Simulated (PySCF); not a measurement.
B3LYP has the VWN-RPA correlation part, as in Gaussian. Delta-SCF ions had no search for a lower state. Excitations are Tamm–Dancoff values on a coarser integration grid. The basis has no diffuse functions, so Rydberg states are missing or too high.

## H$_{2}$BCl, SMILES `BCl` (charge 0, multiplicity 1)

Method: PySCF 2.14.0 with B3LYP-D3(BJ)/def2-TZVP // M06-2X/def2-TZVP.

* **HOMO**: -8.43 eV
* **dipole moment**: 0.55 D
* **LUMO**: -2.05 eV
* **HOMO–LUMO gap**: 6.38 eV
* **S1 excitation (TDA)**: 4.94 eV
* **S1 oscillator strength**: 0.000
* **brightest of the four lowest singlets (TDA)**: 7.39 eV
* **T1 excitation (TDA)**: 4.55 eV
* **S1–T1 gap (TDA)**: 0.39 eV
* **vertical ionisation energy (Delta-SCF)**: 11.34 eV
* **total energy**: -486.3138 Ha
* **cost**: around 19 core-seconds (rough)

Bonds (Å): B1–Cl2 1.739, B1–H3 1.183, B1–H4 1.183. Angles (°): Cl2–B1–H3 118.0, Cl2–B1–H4 118.0, H3–B1–H4 124.0.
